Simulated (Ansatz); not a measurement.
Geometry optimisation, RKS PBE/def2-SVP in Ansatz.

Input file:

```yaml
crystal:
  periodic: [false, false, false]
  atoms:
    - { symbol: Ge, position_ang: [0.0, 0.0, 0.0] }
    - { symbol: Ge, position_ang: [0.0, 0.0, 2.4] }
    - { symbol: H, position_ang: [-1.3958, -0.4318, 2.9174] }
    - { symbol: H, position_ang: [1.0719, -0.9929, 2.9174] }
    - { symbol: H, position_ang: [0.324, 1.4247, 2.9174] }
    - { symbol: Cl, position_ang: [2.0935, 0.0, -0.7393] }
    - { symbol: Ge, position_ang: [-1.1304, 1.9584, -0.7992] }
    - { symbol: H, position_ang: [-2.6003, 1.6043, -1.1405] }
    - { symbol: H, position_ang: [-1.1048, 3.0541, 0.2968] }
    - { symbol: H, position_ang: [-0.4177, 2.4843, -2.0712] }
    - { symbol: O, position_ang: [-0.8337, -1.4443, -0.5894] }
    - { symbol: H, position_ang: [-1.2883, -1.91, 0.183] }
basis:
  gaussian: { orbitals: def2-SVP }
hamiltonian:
  xc: pbe
relax:
  f_tol: 0.02
  max_steps: 40
```

Launched with:

```bash
$ ansatz run input.yaml --threads 4 --pin off --max-ram 5120MiB --backend cpu --events-out ev --progress --plain --runs-dir out
```

Question: Where does it end, and by what steps?

Answer: The run converged. The force dipped under the threshold on the way, but the program's further checks kept it going. After 21 steps the energy has fallen by 0.269 eV; H12 moved furthest, 1.10 Å.

```csv
step,energy less start (eV),largest force component (eV/Å),accepted
0,0.0000,1.490,yes
1,-0.1132,0.856,yes
2,-0.0574,2.189,no
3,-0.1706,0.323,yes
4,-0.1921,0.174,yes
5,-0.2057,0.140,yes
6,-0.2216,0.279,yes
7,-0.2441,0.179,yes
8,-0.2002,1.699,no
9,-0.2528,0.044,yes
10,-0.2567,0.204,yes
11,-0.2553,0.435,no
12,-0.2601,0.085,yes
13,-0.2626,0.052,yes
14,-0.2642,0.098,yes
15,-0.2652,0.099,yes
16,-0.2661,0.067,yes
17,-0.2682,0.013,yes
18,-0.2686,0.029,yes
19,-0.2688,0.034,yes
20,-0.2689,0.023,yes
21,-0.2690,0.010,yes
```

```xyz
12
Properties=species:S:1:pos:R:3
Ge -0.115 0.151 0.149
Ge -0.091 -0.088 2.595
H -1.540 -0.133 3.150
H 0.632 -1.413 2.957
H 0.668 1.102 3.234
Cl 2.028 0.278 -0.403
Ge -1.253 2.025 -0.933
H -2.776 1.960 -0.646
H -0.679 3.345 -0.360
H -0.995 1.957 -2.458
O -0.808 -1.314 -0.646
H -0.354 -2.125 -0.346
```

Whether the end is a true minimum wasn't checked by a vibrational analysis.

Run time: 55 s on 4 threads of Arm Neoverse V1, on a shared host, peak memory 0.29 GiB.
